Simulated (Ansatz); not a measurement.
Consider the silylene formation by 1,1-elimination: `Cl[SiH](Cl)[O][GeH3]` → `Cl[Si]Cl` + `[OH][GeH3]`.

Computed with Ansatz on PBE0-D4/def2-TZVP structures; ΔE is electronic, products minus reactants. CCSD(T)/CBS adds triple-zeta CCSD(T) − MP2 to the extrapolated MP2 energy (def2 sets, frozen cores). This one scheme is used for every species. DFT in def2-TZVPP. For Ge outer-core shells are correlated without core-valence functions, which leaves a few kJ/mol of doubt a bond. Scalar relativity is left out up to krypton. Each species was taken in one conformer, which may not be the lowest.

| level | ΔE (eV) |
| --- | --- |
| BLYP-D4 | 2.56 |
| r2SCANh-D4 | 3.03 |
| r2SCAN0-D4 | 3.09 |
| MP2/def2-TZVPP | 3.06 |
| SCS-MP2/def2-QZVPP | 3.02 |
| HF/CBS(def2) | 3.02 |
| MP2/CBS(def2) | 3.10 |
| CCSD/CBS(def2) | 2.94 |

Q: What does CCSD(T)/CBS give? (Estimate.)

A: The calculation gave: +2.92 eV. The listed levels differ from it by -0.36, 0.11, 0.17, 0.14, 0.10, 0.10, 0.18, 0.02 eV.

Largest T1 diagnostic among the species: 0.013.

From PBE to PBE0 (25 % exact exchange), in def2-TZVPP and without D4, ΔE moves by +0.26 eV. The D4 term adds +0.20 eV with B3LYP and +0.11 eV with PBE0; it sums over pairs of atoms, weighted by their polarisabilities, and B3LYP, whose exchange is more repulsive, gets the larger term. Leaving LDA and LC-ωPBE aside and taking each functional with its dispersion term where it has one, the values spread over 0.53 eV, from BLYP-D4 to r2SCAN0-D4. LDA lies +0.39 eV from PBE without D4.

B3LYP here is the variant with VWN-RPA as its local correlation; programs differ in this.
